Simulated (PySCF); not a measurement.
CdFH. Atoms are numbered in the order given.

```xyz
3

Cd     0.0000     0.0000    -0.2754
H      0.0000     0.0000    -1.9104
F      0.0000     0.0000     1.6810
```

Geometry optimised at B3LYP-D3(BJ)/def2-TZVPD. The def2 effective core potentials stand for the cores of Cd; spin–orbit coupling is left out.

The numbers are results of C-PCM-ωB97X/def2-TZVPD (PySCF), not measurements.

The values are the electrostatic part of the solvation free energy, E(continuum) − E(gas) at the gas-phase geometry, in a cavity of scaled van der Waals radii (PySCF's table); cavitation and dispersion terms are not included. A continuum can't describe solvent molecules that bind to the metal. In vacuum the orbital gap is 12.78 eV. The dipole moment in vacuum is 2.70 D.

```tsv
solvent	ε	ΔG(elec) (kcal/mol)	dipole (D)	gap (eV)
water	78.36	-15.6	3.02	12.52
dichloromethane	8.93	-13.8	2.99	12.56
acetonitrile	35.69	-15.3	3.01	12.52
```
